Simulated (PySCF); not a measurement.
## Working out the excitation energy of Ne²⁺

Ne²⁺ [He] 2s2 2p4 (3P) → Ne²⁺ [He] 2s1 2p5 (3P). Computed with PySCF 2.14 in x2c-TZVPPall (5s3p2d1f, 31 functions), with the spin-free X2C one-electron Hamiltonian (Gaussian nucleus). Frozen: nothing. Energies in hartree (1 hartree = 27.21139 eV):

| part | Ne²⁺ (lower) | Ne²⁺ (upper) |
| --- | --- | --- |
| UHF | -126.513666 | -125.534524 |
| CCSD correlation | -0.174061 | -0.217849 |
| (T) | -0.001445 | -0.002887 |

Q: What does Hartree-Fock give?

A: (-125.534524) − (-126.513666) = 0.979142 hartree = 26.644 eV.

Q: What do CCSD and CCSD(T) give?

A: The CCSD correlation energies differ by -0.043788 hartree = -1.192 eV and the triples by -0.001442 hartree = -0.039 eV, so CCSD gives 25.452 eV and CCSD(T) 25.413 eV.
